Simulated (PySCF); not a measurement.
Vibration and rotation of SnH⁻

UHF-CCSD(T) constants of SnH⁻, ³Σ⁻ (triplet), unpaired electrons π ↑↑ (basis Sn def2-SVPD with ECP28, H def2-SVPD; scalar-relativistic core potentials; PySCF 2.14; masses 119.9022 and 1.0078 u):

- ωe: 1493.9 cm⁻¹
- ωexe: 33.3 cm⁻¹
- Be: 5.0777 cm⁻¹
- αe: 0.172 cm⁻¹
- De to Sn⁻ + H: 2.43 eV

What force constant and bond length do these constants imply?

Reduced mass μred = 0.99942 u; k = 5.8918×10⁻⁷·μred·ωe² (u, cm⁻¹, mdyn/Å) = 1.31 mdyn/Å; Re = √(16.8576/(μred·Be)) (u, cm⁻¹, Å) = 1.823 Å.

Estimate the centrifugal constant D from the Kratzer relation and find the Dunham coefficient a1.

D = 4Be³/ωe² = 0.000235 cm⁻¹; a1 = −1 − αeωe/(6Be²) = -2.66.

Correlated steps freeze 4 core orbitals. Correlated levels converge slowly with the basis: in double zeta they bind strong bonds too weakly, by up to about 1 eV, and carry superposition errors of some tenths. These are scalar-relativistic numbers at best; spin–orbit coupling would shift them, the dissociation energy most. For an ion De counts to the pair picked by the measured ionisation energies or electron affinities, which need not be the lowest pair at this level. The state was picked by a PBE0 search and need not be the measured ground state.
